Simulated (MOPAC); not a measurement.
MOPAC input (MNDO):

```
MNDO PRECISE GNORM=0.05 LET XYZ UHF MS=0.5 GEO-OK AUX(PRECISION=9) THREADS=1
HO2Si

Si   -0.35855400 1   -0.10157500 1   -0.14483900 1
O    -0.54971100 1   -0.17916400 1    1.36867800 1
O     1.04414900 1    0.31503800 1   -0.88422000 1
H     1.06425400 1    0.33505100 1   -1.84792100 1
```

Output:

```
 *******************************************************************************
 **                                                                           **
 **                              MOPAC v23.2.5                                **
 **                                                                           **
 *******************************************************************************
 ** MOPAC's Digital Object Identifier: https://doi.org/10.5281/zenodo.6511958 **
 **                                                                           **
 ** Please cite the open-source release paper for use of this MOPAC version:  **
 ** J. E. Moussa and J. J. P. Stewart (2026)                                  **
 ** MOPAC: An open-source semiempirical molecular orbital program             **
 ** J. Open Source Softw., 11(119), 8025, https://doi.org/10.21105/joss.08025 **
 *******************************************************************************

                              MNDO CALCULATION RESULTS

 *******************************************************************************
 *  MNDO       - The MNDO Hamiltonian to be used
 *  GEO-OK     - OVERRIDE INTERATOMIC DISTANCE AND OTHER SAFETY CHECKS
 *  UHF        - UNRESTRICTED HARTREE-FOCK CALCULATION
 *  MS=        - IN MECI, MAGNETIC COMPONENT OF SPIN =  0.5
 *  LET        - OVERRIDE SOME SAFETY CHECKS
 *  PRECISE    - TIGHTER CRITERIA TO BE USED
 *  XYZ        - CARTESIAN COORDINATE SYSTEM TO BE USED
 *  GNORM      - EXIT WHEN GRADIENT NORM DROPS BELOW 0.050
 *  AUX        - OUTPUT AUXILIARY INFORMATION
 *******************************************************************************
MNDO PRECISE GNORM=0.05 LET XYZ UHF MS=0.5 GEO-OK AUX(PRECISION=9) THREADS=1
 HO2Si

   ATOM   CHEMICAL          X               Y               Z
  NUMBER   SYMBOL      (ANGSTROMS)     (ANGSTROMS)     (ANGSTROMS)

     1      Si         -0.35855400  *  -0.10157500  *  -0.14483900  *
     2       O         -0.54971100  *  -0.17916400  *   1.36867800  *
     3       O          1.04414900  *   0.31503800  *  -0.88422000  *
     4       H          1.06425400  *   0.33505100  *  -1.84792100  *

          CARTESIAN COORDINATES

    NO.       ATOM           X           Y           Z

     1        Si         -0.3586     -0.1016     -0.1448
     2         O         -0.5497     -0.1792      1.3687
     3         O          1.0441      0.3150     -0.8842
     4         H          1.0643      0.3351     -1.8479

  H: (MNDO): M.J.S. DEWAR, W. THIEL, J. AM. CHEM. SOC., 99, 4899, (1977)
  O: (MNDO): M.J.S. DEWAR, W. THIEL, J. AM. CHEM. SOC., 99, 4899, (1977)
 Si: (MNDO): M.J.S.DEWAR, ET. AL. ORGANOMETALLICS  5, 375 (1986)

           Empirical Formula: H O2 Si  =     4 atoms

      MOLECULAR POINT GROUP   :   Cs

          UHF CALCULATION, NO. OF ALPHA ELECTRONS =    9
                           NO. OF BETA  ELECTRONS =    8

          Geometry optimization using EF

          DIAGONAL MATRIX USED AS START HESSIAN

 CYCLE:     1  GRAD.:    74.666 HEAT: -66.57098
 CYCLE:     2  GRAD.:   616.449 HEAT: -22.65492
 CYCLE:     3  GRAD.:    29.022 HEAT: -67.89523
 CYCLE:     4  GRAD.:   174.314 HEAT: -62.10725
 CYCLE:     5  GRAD.:    16.492 HEAT: -68.15806
 CYCLE:     6  GRAD.:    53.155 HEAT: -67.02847
 CYCLE:     7  GRAD.:     3.554 HEAT: -68.27769
 CYCLE:     8  GRAD.:     1.896 HEAT: -68.29917
 CYCLE:     9  GRAD.:     0.609 HEAT: -68.31105
 CYCLE:    10  GRAD.:     0.100 HEAT: -68.31120
 CYCLE:    11  GRAD.:     0.030 HEAT: -68.31120

     GRADIENT =  0.03044 IS LESS THAN CUTOFF =  0.05000

 -------------------------------------------------------------------------------
 MNDO PRECISE GNORM=0.05 LET XYZ UHF MS=0.5 GEO-OK AUX(PRECISION=9) THREADS=1
 HO2Si

     GEOMETRY OPTIMISED USING EIGENVECTOR FOLLOWING (EF).
     SCF FIELD WAS ACHIEVED

                              MNDO CALCULATION
                                                       MOPAC v23.2.5 Linux

          FINAL HEAT OF FORMATION =        -68.31120 KCAL/MOL =    -285.81406 KJ/MOL

          COSMO AREA              =         88.43 SQUARE ANGSTROMS
          COSMO VOLUME            =         74.41 CUBIC ANGSTROMS

          GRADIENT NORM           =          0.03044          =       0.01522 PER ATOM
          IONIZATION POTENTIAL    =          9.673518 EV
          ALPHA SOMO LUMO (EV)    =         -9.674  0.793
          BETA  SOMO LUMO (EV)    =        -10.412 -1.122
          NO. OF ALPHA ELECTRONS  =          9
          NO. OF BETA  ELECTRONS  =          8
          MOLECULAR WEIGHT        =         61.0922         POINT GROUP:  Cs

          MOLECULAR DIMENSIONS (Angstroms)

            Atom       Atom       Distance
            H     4    O     2     3.55143
            O     3   Si     1     0.97018
           Si     1    O     2     0.00000

          SCF CALCULATIONS        =         12

   ATOM   CHEMICAL          X               Y               Z
  NUMBER   SYMBOL      (ANGSTROMS)     (ANGSTROMS)     (ANGSTROMS)

     1      Si         -0.40183645  *  -0.11390510  *  -0.15766602  *
     2       O         -0.48845182  *  -0.16100113  *   1.33852996  *
     3       O          1.02272927  *   0.30840526  *  -0.85454215  *
     4       H          1.13400281  *   0.35420018  *  -1.77833686  *

                             CARTESIAN COORDINATES

   1   Si       -0.401836448    -0.113905104    -0.157666018
   2    O       -0.488451821    -0.161001129     1.338529960
   3    O        1.022729274     0.308405256    -0.854542146
   4    H        1.134002811     0.354200181    -1.778336858

           Empirical Formula: H O2 Si  =     4 atoms

      MOLECULAR POINT GROUP   :   Cs

          ALPHA EIGENVALUES
 -40.60295 -37.06174 -19.11873 -14.34629 -13.67673 -13.34048 -12.11445 -11.27735
  -9.67352   0.79347   2.93594   4.90125   6.50709

           BETA EIGENVALUES
 -39.93925 -35.98491 -18.88961 -13.52356 -13.14884 -12.96463 -11.07582 -10.41208
  -1.12229   1.25182   3.66649   5.87774   6.60827

              NET ATOMIC CHARGES AND DIPOLE CONTRIBUTIONS

  ATOM NO.   TYPE          CHARGE      No. of ELECS.   s-Pop       p-Pop
    1         Si           1.017195        2.9828     1.33650     1.64630
    2          O          -0.653932        6.6539     1.89580     4.75813
    3          O          -0.570285        6.5703     1.79560     4.77469
    4          H           0.207022        0.7930     0.79298
 DIPOLE           X         Y         Z       TOTAL
 POINT-CHG.    -2.103    -0.543    -4.402     4.909
 HYBRID         1.293     0.374     0.025     1.346
 SUM           -0.810    -0.170    -4.377     4.455

          ATOMIC ORBITAL ELECTRON POPULATIONS

     Atom    s        px        py        pz
    1 Si   1.33650   0.59074   0.41237   0.64319
    2  O   1.89580   1.64651   1.67634   1.43528
    3  O   1.79560   1.60422   1.89671   1.27376
    4  H   0.79298

                    (SZ)    =    0.500000
                    (S**2)  =    0.763892

          ATOMIC ORBITAL SPIN POPULATIONS

    Atom   Total    s     px     py     pz
         Atomic
    1 Si  0.4913  0.330  0.034  0.015  0.113
    2  O  0.3318  0.006  0.232  0.006  0.088
    3  O  0.1861  0.010  0.157  0.012  0.007
    4  H -0.0092 -0.009

 **********************
 *                    *
 * JOB ENDED NORMALLY *
 *                    *
 **********************

 == MOPAC DONE ==
```

The geometry given is a B3LYP-D3(BJ)/def2-TZVP minimum.
